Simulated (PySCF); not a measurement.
Which determinant of RbN lies lowest?

Unrestricted PBE0; basis Rb def2-SVPD with ECP28, N def2-SVPD; scalar-relativistic core potentials; PySCF 2.14. Outer shells of the fragments: Rb 5s1; N 2s2 2p3.

Followed along the bond (rough minima from three points):

| 2Ms+1 | unpaired | ⟨S²⟩ at the start | R at minimum (Å) | Te (eV) |
| --- | --- | --- | --- | --- |
| 3 | π ↑↑ | 2.23 | 2.75 | 0.00 |
| 3 | σ ↑, π ↑ | 2.04 | 2.50 | 0.24 |
| 1 | π ↑↓ | 1.00 | 2.67 | 0.66 |
| 1 | σ ↓, π ↑ | 1.00 | 2.50 | 0.80 |
| 5 | σ ↑↑, π ↑↑ | 6.00 | none in the scan | ≤ 0.98 |

Solutions found at the starting distance of 2.715 Å, counted from the lowest of them; the search is not exhaustive and high or unbound solutions are not listed, so other states can lie among these:

| 2Ms+1 | unpaired | term | E (eV) | ⟨S²⟩ | ⟨Lz²⟩ | μ (D) |
| --- | --- | --- | --- | --- | --- | --- |
| 3 | π ↑↑ | ³Σ⁻ | 0.00 | 2.23 | 0.00 | -6.12 |
| 3 | σ ↑, π ↑ | ³Π | 0.34 | 2.04 | 1.01 | -9.94 |
| 1 | π ↑↓ | mixed | 0.66 | 1.00 | 2.01 | -8.21 |
| 1 | σ ↓, π ↑ | mixed | 0.91 | 1.00 | 1.03 | -9.93 |
| 5 | σ ↑↑, π ↑↑ | ⁵Σ⁻ | 1.11 | 6.00 | 0.00 | 2.01 |
| 1 | none | mixed | 2.30 | 0.00 | 2.00 | -8.67 |
| 3 | σ ↑↑, π ↑↓ | mixed | 2.31 | 3.01 | 2.01 | 2.16 |
| 1 | σ ↓↓, π ↑↑ | mixed | 2.32 | 2.01 | 0.00 | 2.31 |
| 5 | σ ↑, π ↑↑↑ | ⁵Π | 2.34 | 6.00 | 1.00 | 1.33 |
| 5 | σ ↑, π ↑↑, δ ↑ | ⁵Δ | 3.22 | 6.00 | 4.00 | 0.44 |
| 3 | σ ↑, π ↑↑, δ ↓ | mixed | 3.23 | 3.00 | 4.00 | 0.47 |
| 3 | σ ↑, π ↑↑↓ | mixed | 3.54 | 3.01 | 3.01 | 1.39 |
| 1 | σ ↑, π ↑↓↓ | mixed | 3.54 | 2.01 | 3.01 | 1.51 |
| 3 | σ ↑, π ↑ | ³Π | 4.14 | 2.00 | 1.00 | 1.78 |

A term symbol is given only where ⟨S²⟩ and ⟨Lz²⟩ are close to those of a pure state; real π, δ and φ orbitals otherwise mix terms. A positive dipole means Rb(−)N(+).

Question: Compare the gap between the two lowest followed solutions at the starting distance with the gap between their minima.

Answer: At PBE0 the second solution (triplet, unpaired electrons σ ↑, π ↑) lies +0.34 eV from the first (triplet, unpaired electrons π ↑↑) at 2.715 Å and +0.24 eV at the minima; the two curves relax by different amounts, since their minima lie near 2.50 and 2.75 Å.

Spin–orbit coupling is left out. Counting both spins, an empty level lies below a filled one in some of these solutions, because spin and occupation are held.
